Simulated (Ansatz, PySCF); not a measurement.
C₄H₈OS, SMILES C[C@@H]1S[C@@H](C)O1. Atoms are numbered in the order given.

```xyz
14

C      2.3202     0.1747    -0.3832
C      0.9755    -0.4924    -0.2218
O      0.0000     0.0000    -1.1346
C     -0.9755     0.4924    -0.2218
C     -2.3202    -0.1747    -0.3832
S      0.0000     0.0000     1.2881
H      3.0301    -0.2015     0.3704
H      2.2264     1.2646    -0.2718
H      2.7249    -0.0499    -1.3843
H      1.0669    -1.5908    -0.2966
H     -1.0669     1.5908    -0.2966
H     -2.2264    -1.2646    -0.2718
H     -3.0301     0.2015     0.3704
H     -2.7249     0.0499    -1.3843
```

Coordinates come from a B3LYP-D3(BJ)/def2-SVP optimisation. The structure was generated by enumeration; whether it is a known compound was not checked.

Two levels are set side by side: PBE-D3(BJ)/def2-SVP (Ansatz, a quantum-chemistry and plane-wave program) and B3LYP-D3(BJ)/def2-SVP (Ansatz). Each level has its own optimised geometry; the coordinates shown are those of the second. Frequencies come from the Hessian of PySCF at each geometry. Differences are taken from unrounded values.

```tsv
quantity	B3LYP-D3(BJ)	PBE-D3(BJ)	PBE-D3(BJ) minus B3LYP-D3(BJ)
mean bond length (Å)	1.315	1.322	0.006
bond C1–C2 (Å)	1.510	1.512	0.002
bond C2–O3 (Å)	1.424	1.431	0.007
bond C2–S6 (Å)	1.864	1.867	0.003
bond O3–C4 (Å)	1.424	1.431	0.007
bond C4–C5 (Å)	1.510	1.512	0.002
bond C4–S6 (Å)	1.864	1.867	0.003
bond C1–H7 (Å)	1.102	1.109	0.007
bond C1–H8 (Å)	1.100	1.107	0.008
bond C1–H9 (Å)	1.103	1.110	0.008
bond C2–H10 (Å)	1.105	1.115	0.010
bond C4–H11 (Å)	1.105	1.115	0.010
bond C5–H12 (Å)	1.100	1.107	0.008
bond C5–H13 (Å)	1.102	1.109	0.007
bond C5–H14 (Å)	1.103	1.110	0.008
highest harmonic wavenumber (cm⁻¹)	3138	3085	-53
mean harmonic wavenumber (cm⁻¹)	1408	1369	-39
zero-point energy (kcal/mol)	72.46	70.43	-2.03
```

GGA bonds tend to be longer and softer than those of functionals with exact exchange. Differences between two approximate levels are no errors against the true value.
